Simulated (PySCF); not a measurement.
Al(Me)2(vinyl) (C₄H₉Al), SMILES C=[CH][Al]([CH3])[CH3]. Atoms are numbered in the order given.

```xyz
14

Al    -0.0270    -0.0311     0.4397
C     -0.4101    -1.0770     2.0561
H     -0.7020    -2.1193     1.8477
H     -1.2244    -0.6137     2.6426
H      0.4677    -1.1040     2.7273
C      0.5221     1.8536     0.5429
H      1.4845     2.0221     0.0273
H      0.6331     2.2146     1.5785
H     -0.2127     2.5097     0.0423
C     -0.1840    -0.8252    -1.3407
C      0.0744    -0.1210    -2.4585
H     -0.4889    -1.8722    -1.4913
H     -0.0076    -0.5456    -3.4685
H      0.3859     0.9312    -2.4218
```
Charge 0, spin multiplicity 1.

Geometry: B3LYP-D3(BJ)/def2-SVP. The structure was generated by enumeration; whether it is a known compound was not checked. One conformer was computed; it need not be the lowest.

Two levels are set side by side: PBE/pcSseg-1 (PySCF) and B3LYP/pcSseg-1 (PySCF). GIAO shifts against TMS (¹H), TMS (¹³C) at the same level; non-relativistic, no solvent, atoms listed together averaged. Differences are taken from unrounded values.

```
quantity             B3LYP
-------------------  -----
δ(¹³C) of C10 (ppm)  157.2
δ(¹³C) of C11 (ppm)  154.5
δ(¹H) of H12 (ppm)    6.87
```

Problem. What does PBE give, and how far is it from B3LYP? (Estimate from the structure and the level; the computed values follow.)

Solution. 
| quantity | PBE | PBE minus B3LYP |
|---|---|---|
| δ(¹³C) of C10 (ppm) | 155.8 | -1.4 |
| δ(¹³C) of C11 (ppm) | 153.1 | -1.4 |
| δ(¹H) of H12 (ppm) | 7.04 | 0.17 |

Rough cost on one machine, each run with all the roots and properties that it gave: B3LYP against PBE within a factor of 2.
